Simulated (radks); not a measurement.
Values are calculated unless marked as measured or tabulated.
Ionisation of neutral rhenium, [Xe] 4f14 5d5 6s2, to [Xe] 4f14 5d5 6s1 as the strength of local exchange is varied. Code: a radial shooting solver on a logarithmic mesh with Libxc functionals. Model: scalar-relativistic Kohn-Sham, Slater X-alpha exchange (alpha = 2/3 is LDA exchange), no correlation, spin-unpolarised, spherical densities, point nucleus.

alpha,E(Re) (hartree),exchange (hartree),IE (eV),-e of the level emptied (eV),<r> of it (bohr)
0.641,-16662.7465,-300.6381,8.301,5.010 (6s),3.126
0.667,-16675.0076,-313.0802,8.475,5.166 (6s),3.107
0.901,-16785.7935,-425.9220,10.125,6.675 (6s),2.949
0.961,-16814.3265,-455.1054,10.572,7.090 (6s),2.911
0.974,-16820.5154,-461.4419,10.670,7.182 (6s),2.903

NIST Atomic Spectra Database: 7.834 eV (measured). The central value is not met in this range of alpha. Spin polarisation and multiplet splitting are left out, so open shells lie too high by an amount that depends on their filling. Spin-orbit splitting is averaged out at the scalar-relativistic level.

Beside tabulated values, note that spin-unpolarised runs miss the spin-polarisation part of the exchange energy of open shells.
